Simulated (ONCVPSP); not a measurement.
Sn (Z = 50), ONCV: configuration errors across variants

```json
{"Element": "tin (Sn)", "Generator": "ONCVPSP 4.0.1", "Type": "optimised norm-conserving Vanderbilt (ONCV)", "Functional": "PBE", "Relativity": "scalar-relativistic", "Frozen core": "[Ar] 3d10", "Valence charge": "22", "Reference configuration": "4s2 4p6 4d10 5s2 5p2", "Partial waves": "4s+5s: rc 1.55 bohr, ncon 3, nbas 7, qcut 7.2 1/bohr, 3 projectors, debl 3.6 Ha; 4p+5p: rc 1.30 bohr, ncon 3, nbas 7, qcut 12.6 1/bohr, 2 projectors; 4d: rc 1.30 bohr, ncon 3, nbas 7, qcut 11.9 1/bohr, local", "Local potential": "the d channel", "Core correction": "Teter function fitted to the true core (icmod 2), fcfact 0.2"}
```

All-electron excitation energies from the reference (eV): (1) 4s2 4p6 4d10 5s2 5p1 6.875; (2) 4s2 4p6 4d10 5s2 5p0 20.828; (3) 4s2 4p6 4d10 5s1 5p0 51.800; (4) 4s2 4p5 4d10 5s2 5p2 97.522.

1 further variants failed, have other tests or too few solved ones, and are left out.

A true bound ghost makes a file unfit for plane-wave use even where its test errors are small: the radial tests pick states by their node count and pass the ghost by.

Errors AE − PS in meV (a dash: test not solved or not reliable):

```tsv
change	(1)	(2)	(3)	(4)	bound ghosts	GHOST(+) flags above zero
base	-1.2	-4.0	-13	-66	none	none
s: qcut 4.6; p: qcut 8.1; d: qcut 7.7	-1.3	-4.9	-35	-686	p	none
s: qcut 6.1; p: qcut 10.7; d: qcut 10.1	-1.2	-4.0	-14	-105	none	s
s: qcut 7; p: qcut 12.3; d: qcut 11.6	-1.2	-4.0	-13	-71	none	s
s: qcut 7.6; p: qcut 13.2; d: qcut 12.5	-1.2	-3.9	-12	-59	none	none
s: qcut 8.2; p: qcut 14.3; d: qcut 13.5	-1.2	-3.9	-12	-50	none	s
s: qcut 9.1; p: qcut 16; d: qcut 15.1	-1.1	-3.7	-12	-50	none	s
s: qcut 10.5; p: qcut 18.4; d: qcut 17.4	-1.6	-4.8	-12	-54	none	s
```

(1) Give the same row for: s: qcut 5.4; p: qcut 9.4; d: qcut 8.9.

Results:

(1) -1.2, -4.1, -14, -143; bound ghosts: none; GHOST(+) flags above zero: p.
